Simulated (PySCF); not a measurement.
MO for M along group 14

PBE0 with triple-zeta basis sets in PySCF, for the lowest determinant that a PBE0 search found; no spin–orbit coupling. De refers to high-spin ground-configuration atoms. A positive dipole means M(−)O(+).

```tsv
M	basis	state (unpaired electrons)	Re (Å)	ωe (cm⁻¹)	De (eV)	μ (D)
C	def2-TZVPP	singlet (closed shell)	1.123	2240	11.08	0.13
Si	def2-TZVPP	singlet (closed shell)	1.508	1274	7.90	-3.05
Sn	def2-TZVPP	singlet (closed shell)	1.818	873	5.34	-4.24
Pb	x2c-TZVPPall	singlet (closed shell)	1.900	793	4.71	-4.63
```

Task: The row for M = Ge is missing. Estimate Re, ωe and De as the mean of the rows for Si and Sn, and compare with the calculation.

Result: The means are 1.663 Å, 1074 cm⁻¹ and 6.62 eV. PBE0 in def2-TZVPP gives GeO as a singlet (closed shell) with Re = 1.623 Å, ωe = 1027 cm⁻¹, De = 6.60 eV, so the estimate is off by +4.0 pm, +5 % and +0.02 eV.

The rows differ in basis set, which adds steps of its own.

Spin–orbit coupling is left out, which matters for elements this heavy, above all for dissociation energies.
